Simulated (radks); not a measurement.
Task: K+, configuration [Ne] 3s2 3p5 4p1 (not the ground configuration). Calculated with a radial shooting solver on a logarithmic mesh with Libxc functionals: non-relativistic Kohn-Sham, PBEsol, spin-polarised, spherical densities, point nucleus; open shells are filled with parallel spins first. Some entries of the table are withheld. Estimate them.

orbital  occ.  eigenvalue (eV)  r(max) (bohr)  <r> (bohr)
1s up       1        -3516.878        0.05357     0.08163
1s down     1        -3516.592        0.05357     0.08162
2s up       1        -366.3289         0.3205      0.3904
2s down     1        -366.0689         0.3206      0.3902
2p up       3        -296.2020            (1)      0.3514
2p down     3        -295.8402            (2)      0.3513
3s up       1         -49.6838            (3)       1.241
3s down     1         -48.3532            (4)       1.245
3p up       3         -33.0075            (5)       1.359
3p down     2         -31.7384            (6)       1.366
4p up       1          -6.6356          4.021       4.478

Result: 
(1) 2p up r(max) (bohr): 0.2634
(2) 2p down r(max) (bohr): 0.2635
(3) 3s up r(max) (bohr): 1.071
(4) 3s down r(max) (bohr): 1.072
(5) 3p up r(max) (bohr): 1.132
(6) 3p down r(max) (bohr): 1.135
